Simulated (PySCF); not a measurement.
AsH5, SMILES [AsH5]. Geometry: PBE0-D3(BJ)/def2-TZVP.

TDA-M06-2X/def2-TZVPD (PySCF) puts the lowest singlet excitations at 4.49, 5.34, 5.34, 6.80, 6.80, 7.43 eV.

**Question.** What are the lowest excitation roots from PySCF 2.14.0 with ADC(2)/aug-cc-pVDZ? (Estimate from the structure and the level; the computed values follow.)

**Answer.** 4.39, 5.51, 5.51, 6.20, 6.27, 6.27 eV. S1 differs by -0.11 eV (second minus first; roots are paired by order, and the bases may differ).
